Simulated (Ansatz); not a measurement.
Born–Oppenheimer molecular dynamics of Cl2HInO (5 atoms, charge 0, multiplicity 1). It goes on from the last frame of an earlier run, with new velocities.

Method: RHF/def2-SVP in Ansatz 0.2.0.

* ensemble: NVE (velocity Verlet)
* time step: 0.5 fs
* steps asked: 250
* starting velocities drawn for: 300 K
* seed: 864721

First frame:

```xyz
5
Properties=species:S:1:pos:R:3
In -0.187 -0.093 0.028
Cl 0.405 -0.088 2.364
O 1.333 -0.414 -1.166
H 0.829 -0.289 -1.968
Cl -2.070 0.162 -1.557
```

Task: How far do the bonds stretch over the last three quarters of this one trajectory? (Pairs bonded in most of those frames.)

Result: 
```json
{"bond": "In1–Cl2", "mean (Å)": "2.347", "spread (Å)": "0.075", "shortest": "2.24", "longest": "2.46"}
{"bond": "In1–O3", "mean (Å)": "1.959", "spread (Å)": "0.010", "shortest": "1.93", "longest": "1.98"}
{"bond": "In1–Cl5", "mean (Å)": "2.350", "spread (Å)": "0.081", "shortest": "2.23", "longest": "2.47"}
{"bond": "O3–H4", "mean (Å)": "0.948", "spread (Å)": "0.005", "shortest": "0.94", "longest": "0.96"}
```

Mean temperature of the second half: 1055 K. The conserved energy stayed within 0.065 meV per atom of its start (net change -0.057 meV per atom), so the integration is sound. The kinetic energy rose, since the run started high on the potential surface and went downhill. A run of 0.12 ps of so small a system gives no equilibrium averages.

The run took 7.1 min on 1 thread of Arm Neoverse V2 (shared host), peak memory 0.16 GiB.
